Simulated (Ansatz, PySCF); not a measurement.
C₄H₇FO₂, SMILES C=C(F)OCCO. Atoms are numbered in the order given.

```xyz
14

C      2.3943     0.6788    -0.4292
C      1.4557     0.0978     0.3159
F      1.7439    -0.9037     1.1620
O      0.1670     0.4481     0.3524
C     -0.8126    -0.6059     0.3083
C     -2.1632     0.0753     0.2340
O     -2.2888     0.8688    -0.9183
H      2.1153     1.4663    -1.1269
H      3.4369     0.3846    -0.3194
H     -0.7292    -1.2413     1.2044
H     -0.6380    -1.2205    -0.5921
H     -2.9488    -0.6965     0.1970
H     -2.3169     0.6609     1.1637
H     -1.5393     1.4812    -0.9150
```
Charge 0, spin multiplicity 1.

Geometry: B3LYP-D3(BJ)/def2-SVP. The structure was generated by enumeration, and PubChem lists no compound with its InChIKey, so it may never have been made. One conformer was computed; it need not be the lowest.

Two levels are set side by side: PBE-D3(BJ)/def2-SVP (Ansatz, an electronic-structure program) and B3LYP-D3(BJ)/def2-SVP (Ansatz). Each level has its own optimised geometry; the coordinates shown are those of the second. Frequencies come from the Hessian of PySCF at each geometry. Differences are taken from unrounded values.

```tsv
quantity	B3LYP-D3(BJ)	PBE-D3(BJ)	PBE-D3(BJ) minus B3LYP-D3(BJ)
mean bond length (Å)	1.225	1.233	0.008
bond C1–C2 (Å)	1.332	1.342	0.010
bond C2–F3 (Å)	1.342	1.350	0.008
bond C2–O4 (Å)	1.336	1.343	0.007
bond O4–C5 (Å)	1.440	1.447	0.007
bond C5–C6 (Å)	1.515	1.518	0.003
bond C6–O7 (Å)	1.405	1.409	0.004
bond C1–H8 (Å)	1.089	1.096	0.007
bond C1–H9 (Å)	1.089	1.096	0.007
bond C5–H10 (Å)	1.102	1.110	0.009
bond C5–H11 (Å)	1.104	1.113	0.009
bond C6–H12 (Å)	1.102	1.110	0.008
bond C6–H13 (Å)	1.109	1.119	0.010
bond O7–H14 (Å)	0.968	0.977	0.009
highest harmonic wavenumber (cm⁻¹)	3797	3678	-118
mean harmonic wavenumber (cm⁻¹)	1351	1311	-40
zero-point energy (kcal/mol)	69.50	67.47	-2.03
```

Exact exchange shortens and stiffens bonds; PBE has none. Differences between two approximate levels are no errors against the true value.
